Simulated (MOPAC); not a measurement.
MOPAC input (PM3):

```
PM3 PRECISE GNORM=0.05 LET XYZ CHARGE=-1 GEO-OK AUX(PRECISION=9) THREADS=1
H3BO2P

O    -1.13600500 1    0.34081000 1   -1.29693400 1
B    -0.58681600 1   -0.04588000 1   -0.20957000 1
O    -1.21301500 1   -0.70080700 1    0.90022400 1
P     1.34888000 1    0.32112600 1    0.24821600 1
H    -2.14242500 1   -0.77346400 1    0.64551100 1
H     1.72684700 1   -0.90749600 1    0.86201300 1
H     1.90862200 1   -0.02655200 1   -1.00924100 1
```

From the output:

```
                                                       MOPAC v23.2.5 Linux

          FINAL HEAT OF FORMATION =       -179.57237 KCAL/MOL =    -751.33080 KJ/MOL

          COSMO AREA              =        102.07 SQUARE ANGSTROMS
          COSMO VOLUME            =         85.20 CUBIC ANGSTROMS

          GRADIENT NORM           =          0.03856          =       0.01457 PER ATOM
          IONIZATION POTENTIAL    =          3.327712 EV
          HOMO LUMO ENERGIES (EV) =         -3.328  6.089
          NO. OF FILLED LEVELS    =         12
          MOLECULAR WEIGHT        =         76.8063         POINT GROUP:  C1

          MOLECULAR DIMENSIONS (Angstroms)

            Atom       Atom       Distance
            H     7    H     5     4.43649
            H     6    O     1     3.49068
            P     4    H     7     0.80639

          SCF CALCULATIONS        =         30

   ATOM   CHEMICAL          X               Y               Z
  NUMBER   SYMBOL      (ANGSTROMS)     (ANGSTROMS)     (ANGSTROMS)

     1       O         -1.18604855  *   0.36189021  *  -1.28607144  *
     2       B         -0.55571487  *  -0.00845373  *  -0.25002316  *
     3       O         -1.14207537  *  -0.70251894  *   0.85772309  *
     4       P          1.30432449  *   0.28057459  *   0.23284849  *
     5       H         -2.07828960  *  -0.80941458  *   0.75841177  *
     6       H          1.66293505  *  -0.79630437  *   0.98489363  *
     7       H          1.97028535  *  -0.07673055  *  -0.90129580  *

                             CARTESIAN COORDINATES

   1    O       -1.186048550     0.361890211    -1.286071437
   2    B       -0.555714867    -0.008453732    -0.250023155
   3    O       -1.142075373    -0.702518938     0.857723093
   4    P        1.304324488     0.280574586     0.232848488
   5    H       -2.078289596    -0.809414577     0.758411766
   6    H        1.662935046    -0.796304373     0.984893626
   7    H        1.970285354    -0.076730545    -0.901295803

           Empirical Formula: H3 O2 B P  =     7 atoms

      MOLECULAR POINT GROUP   :   C1

                  EIGENVALUES
 -31.78348 -29.70381 -21.98296 -13.59067 -10.87960  -9.47766  -9.21997  -7.50102
  -6.29663  -5.68484  -4.90847  -3.32771   6.08881   6.35702   7.04256   8.45614
  10.18948  10.99678  12.49706

              NET ATOMIC CHARGES AND DIPOLE CONTRIBUTIONS

  ATOM NO.   TYPE          CHARGE      No. of ELECS.   s-Pop       p-Pop
    1          O          -0.465941        6.4659     1.80501     4.66093
    2          B          -0.044625        3.0446     0.99237     2.05226
    3          O          -0.386564        6.3866     1.75171     4.63485
    4          P          -0.062796        5.0628     1.67698     3.38582
    5          H           0.150878        0.8491     0.84912
    6          H          -0.095104        1.0951     1.09510
    7          H          -0.095849        1.0958     1.09585
 DIPOLE           X         Y         Z       TOTAL
 POINT-CHG.     1.247     0.315     1.690     2.124
 HYBRID        -0.458    -2.104    -0.656     2.251
 SUM            0.789    -1.789     1.034     2.212

          ATOMIC ORBITAL ELECTRON POPULATIONS

     Atom    s        px        py        pz
    1  O   1.80501   1.63161   1.54345   1.48587
    2  B   0.99237   0.73536   0.65875   0.65815
    3  O   1.75171   1.22993   1.76810   1.63682
    4  P   1.67698   1.15911   1.27646   0.95024
    5  H   0.84912
    6  H   1.09510
    7  H   1.09585

 **********************
 *                    *
 * JOB ENDED NORMALLY *
 *                    *
 **********************

 == MOPAC DONE ==
```

The dipole moment of an ion depends on the origin.

The geometry given is a B3LYP-D3(BJ)/def2-TZVP minimum.
